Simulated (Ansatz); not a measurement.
Energy landscape of H₃Al, singlet: umbrella (inversion) coordinate, bond length relaxed. Scanned: angle between the Al-H bonds and the threefold axis (90 = planar). Other coordinates (Al-H bond length) were minimised at PBE0/def2-TZVP.

The free coordinates were minimised at PBE0/def2-TZVP in PySCF; the energy column is full CI/cc-pVDZ, frozen core (Ansatz, a first-principles code), in kcal/mol.

```
a / °   Al-H bond length / Å     E
------  --------------------  ----
90                     1.586   0.0
92.51                  1.586   0.3
95.82                  1.587   1.6
99.06                  1.588   3.8
102.15                 1.589   6.8
105.09                 1.591  10.5
107.98                 1.594  15.0
111.20                 1.597  20.8
114.54                 1.601  28.0
117.17                 1.604  34.4
119.64                 1.608  41.1
122.32                 1.612  49.2
126.03                 1.619  61.6
129.35                 1.626  74.1
132                    1.631  85.1
```
